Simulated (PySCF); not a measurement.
## Calculated properties of `C=C[C@@H]1P[C@H]1C=C`

Species: C6H9P.
Atom-mapped SMILES: `[CH2:1]=[CH:2][C@@H:3]1[PH:4][C@H:5]1[CH:6]=[CH2:7]` (hydrogens: H8, H9 on C1; H10 on C2; H11 on C3; H12 on P4; H13 on C5; H14 on C6; H15, H16 on C7)

Structure used (PBE0-D3(BJ)/def2-SVP), in Å, numbered top down from 1:
```
atom  x, y, z in Å
C1    -2.9361    0.4569   -0.9814
C2    -1.8712    0.7399   -0.2265
C3    -0.9425   -0.2607    0.3266
P4    -0.4499   -0.0934    2.1392
C5     0.5022    0.0863    0.5296
C6     1.5528   -0.8782    0.1683
C7     2.7828   -0.5577   -0.2430
H8    -3.5874    1.2478   -1.3592
H9    -3.1928   -0.5737   -1.2461
H10   -1.6505    1.7868    0.0178
H11   -1.1361   -1.2898    0.0037
H12   -0.1549   -1.4834    2.3048
H13    0.7600    1.1336    0.3299
H14    1.2746   -1.9362    0.2591
H15    3.1033    0.4838   -0.3434
H16    3.5131   -1.3306   -0.4929
```

Some functional groups and rings: C=C double bond and phosphine.

**PBE0-D3(BJ)/def2-SVP geometry optimisation, gas phase (PySCF)**

```yaml
Rotational_constants_A_B_C: 3.287, 1.350, 1.038 GHz
```

wB97X-D/def2-SVPD ground state, ΔSCF and vertical TDDFT (core frozen in the response) (PySCF):

```yaml
Dipole_moment: 0.83 D
HOMO_energy: -8.62 eV
LUMO_energy: 1.12 eV
HOMO–LUMO_gap: 9.74 eV
Lowest_singlet_excitation: 5.81 eV (213 nm, f = 0.398)
Strongest_line_among_the_10_lowest_singlet_transitions: S1 at 5.81 eV (213 nm, f = 0.398)
Lowest_triplet_excitation_Tamm–Dancoff: 4.08 eV
Static_isotropic_polarisability: 104.5 au
Vertical_ionisation_energy: 8.71 eV
Electronic_spatial_extent_⟨r²⟩_about_the_centre_of_nuclear_charge: 1156 bohr²
```

**PBE0/pcSseg-1 ground state and GIAO shieldings, non-relativistic (PySCF)**

```yaml
Lowest_Hirshfeld_atomic_charge: -0.11 e on C1/C7
Highest_Hirshfeld_atomic_charge: +0.08 e on P4
13C_chemical_shifts_computed_TMS_as_zero_by_class: 149.4 (C2/C6), 121.0 (C1/C7), 34.6 (C3/C5) ppm
1H_chemical_shifts_computed_TMS_as_zero_by_class: 5.57 (H9/H15), 5.30 (H8/H16), 5.23 (H10/H14), 2.05 (H11/H13), 0.33 (H12) ppm
Isotropic_shieldings_of_nuclei_other_than_C_and_H_by_class: 567 (P4) ppm
Mayer_bond_orders_between_heavy_atoms: C1–C2 1.96, C2–C3 1.02, C3–P4 0.91, P4–C5 0.88, C5–C6 1.03, C6–C7 1.95, C5–C3 0.87
```

delta-SCF UKS SCAN, pcX-2 on the ionised atom, pcseg-1 elsewhere, spin-free X2C; 2p3/2 from a spin–orbit splitting computed afterwards within the 2p shell (PySCF):

```yaml
Core_binding_energies: P2p3/2 136.0 (P4), C1s 289.9 (C1/C7), C1s 290.6 (C2/C6), C1s 290.8 (C3/C5), P1s 2149.5 (P4) eV
```

Monoisotopic mass from the formula: 112.0442 u.

The 10 singlets span 5.81 to 7.33 eV, and their oscillator strengths add up to 1.35. The dipole equals about 2.8 × 10⁻³⁰ C·m (1 D = 3.33564 × 10⁻³⁰ C·m). S1 lies 3.93 eV below the HOMO–LUMO gap; its leading configuration is HOMO→LUMO, weight 0.83. With B = h/(8π²I), that is 505.379 GHz u Å² over I, the principal moments of inertia are 153.7, 374.4 and 487.0 u Å² (most abundant isotopes). The vertical singlet–triplet gap S1 − T1 is 1.73 eV (TDDFT singlet less Tamm–Dancoff triplet; S1: HOMO→LUMO, weight 0.83; T1: HOMO→LUMO, weight 0.52). No computed singlet falls in the visible range (750 to 380 nm, 1.65 to 3.26 eV); S1 lies 2.55 eV above its blue end. The polarisability is 15.48 Å³ as a volume (1 au = 0.148185 Å³), or 1.74 au for each of the 60 electrons. The ΔSCF ionisation energy exceeds −ε(HOMO) by 0.09 eV with wB97X-D.

 NMR classes are plain means over equivalent atoms (diastereotopic ones count apart unless rotation or inversion swaps them), as if these changed places fast; in this geometry the members of some classes differ.

For the NMR shielding job (PBE0/pcSseg-1), run on one thread of an Arm Neoverse V2, shared host with 96 logical CPUs at a one-minute load of 81.

One conformer stands for the species.
